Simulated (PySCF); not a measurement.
## Atomic charges by several schemes

Compound: C3H13OPSi2.
Geometry (PBE0-D3(BJ)/def2-SVP, Å), atoms numbered from 1 in this order:
```
atom  x, y, z in Å
C1    -2.6755    1.0625   -0.4571
O2    -2.1598   -0.1233    0.0759
Si3   -0.5603   -0.3338    0.5277
C4    -0.1546    0.6585    2.0714
P5    -0.4381   -2.5293    1.0653
Si6    0.9008    0.2030   -1.2373
C7     2.6692   -0.2642   -0.7684
H8    -2.6706    1.8882    0.2789
H9    -2.1136    1.4020   -1.3481
H10   -3.7190    0.8905   -0.7623
H11   -0.2691    1.7390    1.8903
H12    0.8848    0.4800    2.3901
H13   -0.8229    0.3734    2.8993
H14    0.9794   -2.4724    1.2560
H15   -0.3269   -2.9744   -0.2882
H16    0.4768   -0.5575   -2.4579
H17    0.8462    1.6628   -1.5850
H18    2.7372   -1.3372   -0.5330
H19    3.0038    0.3023    0.1143
H20    3.3638   -0.0492   -1.5946
```

Density: PBE0/pcSseg-1 (PySCF); schemes: Mulliken, IAO, Hirshfeld and ESP-fitted. Isolated species at its PBE0-D3(BJ)/def2-SVP geometry (one conformer only).

Task: Do the Mulliken, IAO, Hirshfeld and ESP-fitted schemes agree on where the charge is lowest?

Result: The schemes don't all agree: Mulliken O2 (-0.635); IAO C4 (-0.727); Hirshfeld O2 (-0.236); ESP-fitted C7 (-0.558).

Task: For which atoms does the sign change between the 4 schemes (beyond +0.03 e in one, beyond −0.03 e in another)?

Result: For none.

Task: Give the atomic charges in each scheme.

Result: In e:

```
atom                  environment  Mulliken     IAO  Hirshfeld  ESP-fitted
  C1               methoxy carbon    -0.027  -0.189     -0.035      -0.227
  O2           silyl ether oxygen    -0.635  -0.626     -0.236      -0.368
 Si3         oxygen-bound silicon    +0.625  +0.846     +0.304      +0.632
  C4             Si-methyl carbon    -0.626  -0.727     -0.219      -0.503
  P5  three-coordinate phosphorus    -0.205  -0.104     -0.023      -0.398
 Si6                 SiH2 silicon    +0.281  +0.400     +0.225      +0.356
  C7             Si-methyl carbon    -0.627  -0.691     -0.208      -0.558
  H8              methyl hydrogen    +0.100  +0.122     +0.038      +0.117
  H9              methyl hydrogen    +0.106  +0.120     +0.036      +0.079
 H10              methyl hydrogen    +0.125  +0.152     +0.048      +0.138
 H11              methyl hydrogen    +0.148  +0.153     +0.043      +0.101
 H12              methyl hydrogen    +0.146  +0.155     +0.043      +0.117
 H13              methyl hydrogen    +0.159  +0.160     +0.045      +0.146
 H14                 P–H hydrogen    +0.039  -0.012     -0.012      +0.112
 H15                 P–H hydrogen    +0.064  -0.001     -0.007      +0.109
 H16                Si–H hydrogen    -0.050  -0.105     -0.082      -0.133
 H17                Si–H hydrogen    -0.068  -0.111     -0.086      -0.127
 H18              methyl hydrogen    +0.146  +0.152     +0.039      +0.106
 H19              methyl hydrogen    +0.144  +0.151     +0.042      +0.130
 H20              methyl hydrogen    +0.154  +0.157     +0.046      +0.171
```

Mean size of the charges over all atoms: IAO 0.257 e, ESP-fitted 0.231 e, Mulliken 0.224 e, Hirshfeld 0.091 e. Each set sums to the total charge, 0, to within 0.001 e. The Mulliken scheme counts on each atom the diagonal of the density matrix times the overlap matrix over that atom's basis functions.

Task: Sum the charges by element, for elements with more than one atom.

Result: 
```csv
element,atoms,Mulliken,IAO,Hirshfeld,ESP-fitted
C,3,-1.280,-1.607,-0.462,-1.289
Si,2,+0.906,+1.246,+0.530,+0.988
H,13,+1.214,+1.092,+0.192,+1.067
```

Task: How many electrons does the Hirshfeld scheme count on P5?

Result: Z − q = 15 − (-0.023) = 15.023.

Task: How closely do the schemes follow one another over all atoms?

Result: Correlation coefficient and root-mean-square difference: Mulliken with IAO 0.98, 0.080 e; IAO with Hirshfeld 0.97, 0.234 e; IAO with ESP-fitted 0.95, 0.124 e; Mulliken with Hirshfeld 0.95, 0.191 e; Mulliken with ESP-fitted 0.95, 0.100 e; Hirshfeld with ESP-fitted 0.92, 0.176 e.

The run behind these numbers computed NMR shieldings as well. On one thread, Arm Neoverse V1 (aarch64), shared host, this took 49 s wall (grids of density and orbitals included) and 0.97 GiB of memory at its peak.
